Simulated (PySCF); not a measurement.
**`Br[C@@H]1C=CC=CC1`, C₆H₇Br**

Geometry:
| atom | x (Å) | y (Å) | z (Å) |
| --- | --- | --- | --- |
| Br1 | -1.900 | 0.043 | 1.837 |
| C2 | -1.110 | -0.612 | 0.086 |
| C3 | 0.122 | -1.363 | 0.416 |
| C4 | 1.302 | -0.738 | 0.466 |
| C5 | 1.407 | 0.672 | 0.160 |
| C6 | 0.393 | 1.315 | -0.420 |
| C7 | -0.854 | 0.584 | -0.811 |
| H8 | -1.902 | -1.249 | -0.308 |
| H9 | 0.013 | -2.398 | 0.703 |
| H10 | 2.199 | -1.268 | 0.750 |
| H11 | 2.323 | 1.181 | 0.417 |
| H12 | 0.451 | 2.364 | -0.669 |
| H13 | -0.731 | 0.214 | -1.838 |
| H14 | -1.714 | 1.256 | -0.811 |

Method used: PySCF, GIAO PBE/pcSseg-1 magnetisability, rotational g tensor and spin-rotation constants, non-relativistic, gas phase. Geometry: GFN2-xTB.

The calculation is non-relativistic, which matters for the atoms heavier than Zn.

(1) Give the nuclear spin-rotation constants along the inertial axes (H = +C I·J) beside the isotropic shieldings.

(2) How do the rotational constants and the g tensor change when H8, H9, H10, H11, H12, H13, H14 are replaced by deuterium?

Answers

(1) Rotational constants 3.4306, 1.2415, 1.1373 GHz. A star marks the isotopologue with that one atom substituted, in its own axes.
| atom | isotope | Caa (kHz) | Cbb (kHz) | Ccc (kHz) | mean (kHz) | σ (ppm) |
| --- | --- | --- | --- | --- | --- | --- |
| Br1 | 79Br | 3.365 | 2.795 | 2.618 | 2.926 | 1915.8 |
| H8 | 1H | -0.248 | -0.117 | 0.037 | -0.109 | 26.5 |
| H9 | 1H | -0.316 | 0.076 | -0.090 | -0.110 | 25.3 |
| H10 | 1H | -0.209 | 0.059 | -0.108 | -0.086 | 25.2 |
| H11 | 1H | -0.127 | -0.127 | 0.038 | -0.072 | 25.1 |
| H12 | 1H | -0.346 | 0.075 | -0.079 | -0.117 | 25.3 |
| H13 | 1H | -0.229 | -0.125 | -0.012 | -0.122 | 28.8 |
| H14 | 1H | -0.186 | -0.005 | -0.128 | -0.106 | 28.6 |
| C2 | 13C* | 0.776 | 0.276 | 0.239 | 0.430 | 117.1 |
| C3 | 13C* | 0.868 | 0.594 | 0.270 | 0.577 | 49.5 |
| C4 | 13C* | 0.887 | 0.588 | 0.266 | 0.580 | 49.3 |
| C5 | 13C* | 0.872 | 0.432 | 0.400 | 0.568 | 52.0 |
| C6 | 13C* | 0.812 | 0.502 | 0.380 | 0.565 | 47.4 |
| C7 | 13C* | 0.532 | 0.252 | 0.207 | 0.331 | 142.9 |

For the geometry as given, no vibrational averaging.

(2) Constants 2.8003, 1.1423, 1.0382 GHz; g -0.0074, -0.0147, -0.0091, against -0.0083, -0.0159, -0.0100 before.
